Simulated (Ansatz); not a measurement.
Ansatz (an electronic-structure program) input (CCSD(T)/def2-SVPD):

Ansatz 0.2 input:
```yaml
crystal:
  periodic: [false, false, false]
  atoms:
    - {symbol: Si, position_ang: [0.11136034, -0.08220749, 1.48821560]}
    - {symbol: I, position_ang: [1.08590198, 1.75680104, -0.18246921]}
    - {symbol: I, position_ang: [-1.11531792, -1.73508585, -0.21064434]}
basis:
  gaussian:
    orbitals: def2-SVPD
total_charge: -1
magnetization: {spin_polarized: true, initial_magnetization: 1}
correlation: {method: ccsd_t, electrons: outside_noble_gas}
output: {forces: true}
```

End of the output:

```
cycle   6  -8.58954204 eV  change   -1.8e-4 eV  update   2.1e-4
cycle   7  -8.58959005 eV  change   -4.8e-5 eV  update   8.1e-5
cycle   8  -8.58959893 eV  change   -8.9e-6 eV  update   3.4e-5
cycle   9  -8.58960129 eV  change   -2.4e-6 eV  update   1.7e-5
cycle  10  -8.58960370 eV  change   -2.4e-6 eV  update   7.5e-6
cycle  11  -8.58960494 eV  change   -1.2e-6 eV  update   2.9e-6
cycle  12  -8.58960513 eV  change   -2.0e-7 eV  update   1.1e-6
cycle  13  -8.58960538 eV  change   -2.5e-7 eV  update   4.2e-7
perturbative correction -0.31359763 eV, -0.0115245004 hartree
the calculation of the forces begins
Total energy: -24016.39935601 eV, -882.5863974331 hartree
Atom 0 at     0.111360    -0.082207     1.488216 Å, force     0.014892    -0.010993     0.199013 eV/Å
Atom 1 at     1.085902     1.756801    -0.182469 Å, force     0.051943     0.099707    -0.098746 eV/Å
Atom 2 at    -1.115318    -1.735086    -0.210644 Å, force    -0.066834    -0.088714    -0.100267 eV/Å
Dipole moment:    -0.014700     0.010852    -0.196455 e Å
```
